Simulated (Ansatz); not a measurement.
CH5AlO2Si, SMILES `O=[C]([SiH3])[AlH][OH]`, relaxed with RKS PBE0-D4/def2-TZVP in Ansatz 0.2.0 from a PBE-D4/def2-SVP geometry. The force threshold is 0.005 eV/Å; the program also tests the step.

Total charge 0; spin multiplicity 1.

Start:

```xyz
10

O    -1.202    1.936    0.258
C    -0.517    0.933    0.063
Si    1.060    0.973   -1.112
Al   -1.103   -0.765    1.046
O    -0.065   -2.113    0.793
H     0.923   -0.136   -2.123
H     2.270    0.680   -0.261
H     1.218    2.300   -1.802
H    -2.413   -0.809    1.963
H    -0.172   -2.999    1.174
```

| step | energy (eV) | largest force (eV/Å) | largest move (Å) |
| --- | --- | --- | --- |
| 1 | -19677.8051 | 0.994 | 0.000 |
| 2 | -19677.8433 | 0.320 | 0.035 |
| 3 | -19677.8475 | 0.083 | 0.021 |
| 4 | -19677.8479 | 0.047 | 0.012 |
| 5 | -19677.8485 | 0.013 | 0.025 |
| 6 | -19677.8486 | 0.017 | 0.023 |
| 7 | -19677.8487 | 0.011 | 0.017 |
| 8 | -19677.8487 | 0.008 | 0.008 |
| 9 | -19677.8487 | 0.007 | 0.003 |
| 10 | -19677.8487 | 0.006 | 0.003 |
| 11 | -19677.8487 | 0.004 | 0.003 |

End:

```xyz
10

O    -1.218    1.876    0.186
C    -0.505    0.899    0.034
Si    1.060    0.977   -1.107
Al   -1.079   -0.766    1.045
O    -0.073   -2.109    0.816
H     0.900   -0.061   -2.162
H     2.241    0.622   -0.275
H     1.229    2.322   -1.715
H    -2.365   -0.787    1.967
H    -0.190   -2.972    1.211
```

It took 25 s on 4 threads of an Intel Xeon Platinum 8488C on a shared host, with 0.51 GiB of host memory at the peak.
